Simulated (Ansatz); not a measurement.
Relaxation of FH$_{5}$W (7 atoms, charge 0, multiplicity 1), to a largest force component of 0.03 eV/Å in at most 50 steps.

Method: RKS B3LYP-D4/def2-TZVP (Ansatz).

```xyz
7
Properties=species:S:1:pos:R:3
W 0.079 -0.235 0.079
H 0.417 0.050 1.730
H 1.730 0.050 0.417
H -0.824 0.868 -0.824
H -1.135 0.558 0.939
F -0.307 -1.978 -0.307
H 0.939 0.558 -1.135
```

Question: Where does it end, and by what steps?

Answer: The run converged. After 3 steps the energy has fallen by 0.008 eV; H2 moved furthest, 0.02 Å.

| step | energy less start (eV) | largest force component (eV/Å) | accepted |
| --- | --- | --- | --- |
| 0 | 0.0000 | 0.386 | yes |
| 1 | -0.0010 | 0.264 | yes |
| 2 | -0.0076 | 0.211 | yes |
| 3 | -0.0082 | 0.020 | yes |

```xyz
7
Properties=species:S:1:pos:R:3
W 0.081 -0.236 0.081
H 0.426 0.049 1.707
H 1.707 0.049 0.426
H -0.818 0.874 -0.818
H -1.135 0.559 0.939
F -0.302 -1.984 -0.302
H 0.939 0.559 -1.135
```

Run time: 4.6 s on 4 threads of Arm Neoverse V1, on a shared host, peak memory 0.17 GiB.
